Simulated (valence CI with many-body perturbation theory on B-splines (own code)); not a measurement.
E1 line list for Re3+

Level of theory: relativistic CI+MBPT: four valence electrons over a frozen Dirac-Fock core [Xe] 4f14, radial functions for each j: 7 s, 7 p, 8 d, 6 f, 4 g, 1 h, with the one-electron correlation potential Σ1, the two-electron term Σ2, the three-electron term Σ3, Breit, model QED; selected CI, second order for the rest, scaled by the run's own slope (own B-spline code, finite nucleus).

Set against measurement, 69 paired levels are off by 865 cm⁻¹ on average, the worst by 2063. These come from a selection out of Brasseur, Gamrath and Quinet, At. Data Nucl. Data Tables 157, 101636 (2024). Levels without a partner in it may be off by more, other configurations by 1,000 to 8,000 cm⁻¹. Among the levels kept, up to 360 cm⁻¹ of a level comes from second order outside the variational space, and about a tenth of that is noise between levels of different J, which matters for small intervals.

Lines 301 to 350 of 573 in falling wavelength, among levels below 166561 cm⁻¹, chosen from the strongest by gf and those to the six lowest levels. Wavelengths and rates use the calculated energies, so an error of 900 cm⁻¹ moves a line at 1027 Å by 0.92 % and its rate by three times that or more. Electric multipoles are in the length gauge, E1 and E2 with the static RPA response of the core. Weak lines are less certain than strong ones. Lines between different terms over intervals too small for the method are left out, as are lines whose strength nearly cancels. Where a level lies close to another of its J and parity, the split of strength between their lines is uncertain. The highest levels of a list are the least certain.

Names give the largest LS component (configuration and term), which can be under half, so a name can repeat, a term be missing and a line seem to break the LS rules; names also repeat where a configuration has a term twice. Letters in brackets count levels of one name in rising energy.

```
λ vac (Å)  λ from measured levels            Upper         Lower   A (s⁻¹)  S (a.u.) with core polarisation  S without
     1032                              5d³6p ⁵F°_5      5d⁴ ³H_6  1.36e+08                         8.10e-01   9.51e-01
     1031                          5d³6p ³G°_4 [a]  5d⁴ ³G_4 [b]  1.52e+08                         7.43e-01   8.54e-01
     1031                              5d³6p ¹P°_1  5d⁴ ³P_2 [b]  6.21e+08                         1.01e+00   1.16e+00
     1029                          5d³6p ³D°_3 [e]  5d⁴ ³F_2 [b]  2.57e+08                         9.69e-01   1.11e+00
     1029                          5d³6p ⁵D°_1 [b]  5d⁴ ³F_2 [a]  4.25e+08                         6.85e-01   7.91e-01
     1027                    1033  5d³6p ³D°_2 [a]      5d⁴ ⁵D_2  1.26e+07                         3.36e-02   4.05e-02
     1025                          5d³6p ³G°_4 [c]  5d⁴ ¹G_4 [a]  2.10e+08                         1.00e+00   1.16e+00
     1021                          5d³6p ³F°_4 [d]      5d⁴ ³F_4  3.40e+08                         1.61e+00   1.83e+00
     1021                    1028      5d³6p ⁵G°_4      5d⁴ ⁵D_3  7.94e+07                         3.75e-01   4.50e-01
     1019                          5d³6p ¹H°_5 [a]  5d⁴ ¹G_4 [a]  1.19e+08                         6.83e-01   7.82e-01
     1015                    1020  5d³6p ⁵F°_3 [a]      5d⁴ ⁵D_4  1.70e+08                         6.15e-01   7.31e-01
     1011                          5d³6p ³G°_4 [a]  5d⁴ ³G_4 [a]  2.61e+08                         1.20e+00   1.36e+00
     1011                          5d³6p ³H°_5 [a]  5d⁴ ³G_4 [b]  2.53e+08                         1.42e+00   1.65e+00
     1010                          5d³6p ¹G°_4 [b]  5d⁴ ¹G_4 [b]  7.35e+08                         3.36e+00   3.86e+00
     1009                          5d³6p ¹D°_2 [c]  5d⁴ ¹D_2 [c]  9.75e+08                         2.47e+00   2.85e+00
     1008                          5d³6p ³G°_5 [a]      5d⁴ ⁵D_4  2.17e+08                         1.20e+00   1.43e+00
     1008                          5d³6p ³G°_4 [b]      5d⁴ ³D_3  1.89e+08                         8.59e-01   1.02e+00
     1006                    1010  5d³6p ³D°_1 [a]      5d⁴ ⁵D_0  6.98e+08                         1.05e+00   1.24e+00
     1003                              5d³6p ⁵P°_1  5d⁴ ³P_0 [a]  1.52e+08                         2.27e-01   2.68e-01
     1002                          5d³6p ¹F°_3 [b]  5d⁴ ¹G_4 [b]  4.12e+08                         1.43e+00   1.62e+00
    998.5                          5d³6p ³D°_2 [d]  5d⁴ ³F_3 [b]  5.28e+08                         1.30e+00   1.48e+00
    997.8                          5d³6p ³G°_3 [b]      5d⁴ ³G_3  4.24e+08                         1.46e+00   1.67e+00
    997.6                    1003  5d³6p ³D°_2 [a]      5d⁴ ⁵D_1  5.58e+08                         1.37e+00   1.62e+00
    997.4                          5d³6p ³F°_2 [c]  5d⁴ ¹D_2 [a]  5.16e+08                         1.26e+00   1.47e+00
    996.4                    1002  5d³6p ⁵F°_3 [a]      5d⁴ ⁵D_3  5.55e+07                         1.90e-01   2.22e-01
    995.0                          5d³6p ³P°_2 [c]  5d⁴ ¹D_2 [c]  3.53e+08                         8.57e-01   9.92e-01
    994.4                          5d³6p ³D°_2 [d]  5d⁴ ³P_1 [b]  4.50e+08                         1.09e+00   1.25e+00
    993.5                          5d³6p ⁵D°_2 [c]      5d⁴ ³G_3  4.66e+08                         1.13e+00   1.30e+00
    992.8                              5d³6p ⁵D°_3  5d⁴ ³P_2 [a]  2.52e+08                         8.51e-01   9.63e-01
    991.1                          5d³6p ³D°_3 [e]  5d⁴ ³P_2 [b]  2.48e+08                         8.33e-01   9.84e-01
    990.0                          5d³6p ³H°_5 [c]      5d⁴ ³G_5  1.25e+08                         6.60e-01   7.60e-01
    990.0                          5d³6p ⁵D°_2 [c]  5d⁴ ³P_1 [a]  5.23e+08                         1.25e+00   1.44e+00
    988.4                              5d³6p ⁵D°_3  5d⁴ ³G_4 [a]  3.59e+08                         1.20e+00   1.39e+00
    988.3                          5d³6p ⁵D°_2 [a]      5d⁴ ⁵D_3  1.10e+08                         2.61e-01   3.07e-01
    987.6                          5d³6p ¹F°_3 [a]      5d⁴ ³F_4  6.84e+08                         2.28e+00   2.61e+00
    985.3                          5d³6p ³D°_3 [c]  5d⁴ ¹G_4 [a]  2.61e+08                         8.62e-01   9.93e-01
    984.7                          5d³6p ³F°_3 [c]      5d⁴ ³D_3  2.16e+08                         7.11e-01   8.36e-01
    982.6                          5d³6p ³P°_1 [a]  5d⁴ ³P_2 [a]  5.87e+08                         8.24e-01   9.49e-01
    982.4                          5d³6p ³D°_1 [g]  5d⁴ ³F_2 [b]  8.70e+08                         1.22e+00   1.39e+00
    981.5                          5d³6p ³F°_2 [b]  5d⁴ ³F_2 [a]  5.94e+08                         1.39e+00   1.59e+00
    979.9                          5d³6p ³F°_2 [e]      5d⁴ ³D_1  3.73e+08                         8.66e-01   9.78e-01
    979.7                          5d³6p ³F°_2 [b]      5d⁴ ³G_3  4.23e+08                         9.82e-01   1.13e+00
    979.1                          5d³6p ³D°_1 [e]      5d⁴ ³D_1  7.92e+08                         1.10e+00   1.29e+00
    979.0                            5d²6s6p ⁵F°_4    5d³6s ⁵P_3  2.17e+08                         9.04e-01   1.08e+00
    978.9                              5d³6p ¹P°_1  5d⁴ ¹S_0 [a]  5.16e+08                         7.16e-01   8.11e-01
    978.3                          5d³6p ¹H°_5 [a]      5d⁴ ¹I_6  8.39e+08                         4.26e+00   5.01e+00
    978.2                          5d³6p ³P°_2 [a]      5d⁴ ³D_3  6.44e+08                         1.49e+00   1.70e+00
    977.5                          5d³6p ³H°_6 [a]      5d⁴ ³H_6  5.98e+08                         3.59e+00   4.28e+00
    977.5                          5d³6p ⁵D°_4 [a]      5d⁴ ⁵D_4  7.19e+08                         2.98e+00   3.51e+00
    976.6                          5d³6p ³G°_4 [a]      5d⁴ ³H_5  6.60e+08                         2.73e+00   3.14e+00
```
